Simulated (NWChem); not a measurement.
System: Ge, triplet

Results from NWChem. Pople sets run with spherical d functions. Spin-unrestricted. The open p shell is one determinant without spherical averaging. No stability test was run on the SCF state.

Q: Taking CAM-B3LYP/def2-QZVP as the yardstick, which of these has the fewest basis functions while keeping “highest occupied level (eV)” within 0.05 eV of it: CAM-B3LYP/3-21G; CAM-B3LYP/6-311G**; CAM-B3LYP/STO-3G; CAM-B3LYP/6-31G*; CAM-B3LYP/def2-TZVPD?

A: CAM-B3LYP/6-31G* (a larger set in the list lies outside the tolerance).
```
level                 basis functions  highest occupied level (eV)
--------------------  ---------------  ---------------------------
CAM-B3LYP/STO-3G                   18                        -0.44
CAM-B3LYP/3-21G                    22                        -6.21
CAM-B3LYP/6-31G*                   32                        -6.50
CAM-B3LYP/6-311G**                 44                        -6.50
CAM-B3LYP/def2-TZVPD               54                        -6.45
CAM-B3LYP/def2-QZVP                75                        -6.51
```

The yardstick is one finite set, not the basis-set limit.
